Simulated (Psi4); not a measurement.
CH₅OSb (SMILES C[O][SbH2]), singlet, geometry from GFN2-xTB (core potentials on Sb).

Psi4 was given this input:
```
memory 2 GB

molecule {
0 1
Sb   -0.38937087    0.26269427    0.38576354
H    -1.47931154   -0.56959613   -0.64787616
H    -0.30928913    1.45618393   -0.84641271
O     1.19099646   -0.71513055   -0.27805791
C     1.32924547   -0.92948678   -1.65052124
H     1.38416481    0.01334832   -2.20359005
H     2.25946617   -1.48091123   -1.79500648
H     0.49943958   -1.51846742   -2.05346446
}

set {
  basis def2-sv(p)
}

energy('b3lyp')
print_variables()
```

Q: Predict the dipole moment from Psi4 with B3LYP/def2-SV(P).

A: 1.20 D

Q: Give the total energy at the level B3LYP/def2-SV(P).

A: -356.5382 Eh

Q: Predict the number of basis functions from B3LYP/def2-SV(P).

A: 64

Q: Give the nuclear repulsion energy at the level B3LYP/def2-SV(P).

A: 139.8949 Eh
